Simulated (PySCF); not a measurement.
Si(F)(SiH3) (FH3Si2), SMILES [Si]([SiH3])F (connectivity only; charge and spin as stated), neutral, multiplicity 1.

Geometry optimised at B3LYP-D3(BJ)/def2-TZVP.

Calculation: PySCF with B3LYP-D3(BJ)/def2-TZVP.

Frequencies are harmonic and unscaled.

| mode | ν (cm⁻¹) | IR (km/mol) | Raman (Å⁴/amu) | depolarisation | moving atoms (share of kinetic energy) |
|---|---|---|---|---|---|
| 1 | 39 | 0.1 | 0.4 | 0.75 | H 82 %, F 10 %, Si 8 % |
| 2 | 163 | 4.2 | 1.1 | 0.34 | F 52 %, Si 28 %, H 19 % |
| 3 | 319 | 27.4 | 4.6 | 0.75 | H 91 %, Si 9 % |
| 4 | 362 | 31.4 | 41.9 | 0.28 | Si 83 %, H 17 % |
| 5 | 476 | 45.7 | 7.0 | 0.60 | H 65 %, Si 28 % |
| 6 | 809 | 148.4 | 4.1 | 0.73 | F 55 %, Si 38 % |
| 7 | 865 | 195.2 | 7.2 | 0.25 | H 83 %, Si 12 % |
| 8 | 934 | 45.5 | 19.4 | 0.74 | H 97 % |
| 9 | 945 | 39.5 | 16.9 | 0.75 | H 97 % |
| 10 | 2178 | 65.7 | 270.7 | 0.01 | H 99 % |
| 11 | 2191 | 95.4 | 112.2 | 0.75 | H 96 % |
| 12 | 2200 | 111.9 | 114.1 | 0.63 | H 96 % |
